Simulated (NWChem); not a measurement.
Species: C4H5Cl; SMILES C1CC=C1Cl

```xyz
10

Cl    -0.0003    -1.7905     0.0000
C     -0.0595    -0.0534     0.0000
C     -1.0632     0.8307     0.0000
C     -0.1026     2.0121     0.0000
C      1.0630     0.9560     0.0000
H     -2.1443     0.7518     0.0000
H     -0.1359     2.6472    -0.8927
H     -0.1359     2.6472     0.8927
H      1.6969     0.9601    -0.8932
H      1.6969     0.9601     0.8932
```
Atoms are numbered in this order, from 1.

All runs: NWChem. The geometry was optimised at B3LYP/6-31G* (spherical d).

For level PBE/cc-pVDZ:

```
Quantity                     Value
---------------------------  -----
highest occupied level (eV)  -5.83
orbital gap (eV)              5.17
dipole (D)                    1.65
```

Problem. Estimate the same quantities for level PBE/aug-cc-pVDZ.

Solution. The highest occupied level (eV) comes out as -5.99, the orbital gap (eV) is 5.03 and the dipole (D) is 1.79.
